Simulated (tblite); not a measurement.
C₆H₅FO₂S.
Numbering: `[CH3:1][O:2][c:3]1[cH:4][cH:5][s:6][c:7]1[C:8](=[O:9])[F:10]` (hydrogens: H11, H12, H13 on C1; H14 on C4; H15 on C5)

Structure optimised with GFN2-xTB, isolated species.

(1) List the bond lengths, angles and torsions at this level.

Answers

(1) 
```tsv
bond	length (Å)
C1–O2	1.411
O2–C3	1.336
C3–C4	1.416
C4–C5	1.362
C5–S6	1.706
S6–C7	1.738
C7–C8	1.434
C8=O9	1.189
C8–F10	1.369
C3–C7	1.393
C1–H11, C1–H12, C1–H13	1.092
C4–H14	1.074
C5–H15	1.072
```

Bonds in one row agree within 0.01 Å and their mean is given. A selection of angles:
```tsv
angle	degrees
O2–C1–H11	105.5
O2–C1–H12	111.4
H11–C1–H12	109.5
C1–O2–C3	118.2
O2–C3–C4	127.2
O2–C3–C7	121.1
C4–C3–C7	111.7
C3–C4–C5	112.5
C3–C4–H14	124.3
C5–C4–H14	123.2
C4–C5–S6	113.4
C4–C5–H15	126.9
S6–C5–H15	119.7
C5–S6–C7	90.8
S6–C7–C8	118.2
C3–C7–S6	111.5
C3–C7–C8	130.2
C7–C8–O9	128.7
C7–C8–F10	112.2
O9–C8–F10	119.1
```

Torsions: C1–O2–C3–C4 -1° (synperiplanar); S6–C7–C8–O9 0° (synperiplanar).

Of the pairs four or more bonds apart, O2···F10 is among the closest relative to their van der Waals radii: 2.65 Å, 89 % of the sum of Bondi's values. The 10 heavy atoms lie in one plane (0.004 Å rms). The C–O distances run from 1.189 Å (C8=O9, drawn double) to 1.411 Å (C1–O2, drawn single), a spread of 0.222 Å. The 2 C–S bonds span 1.706 Å (C5–S6, aromatic) to 1.738 Å (S6–C7, aromatic), a spread of 0.032 Å. O2 (aryl ether oxygen) is bent (angle 118.2°). The 4 C–C bonds span 1.362 Å (C4–C5, aromatic) to 1.434 Å (C7–C8, drawn single), a spread of 0.072 Å. The 5-membered ring C3–C4–C5–S6–C7 has internal angles of 90.8° to 113.4°; it is planar, 0.00 Å rms from its mean plane, widest ring torsion 0°.

Point group: Cs (every atom within 0.08 Å of its image). Its GFN2-xTB frequencies are all real (lowest 60 cm⁻¹). The numbers are those of one conformer. 3 starts were optimised and ended at 0.00, 0.00 and 0.10 kcal/mol (GFN2-xTB); the lowest of these is shown.

These are computed values.
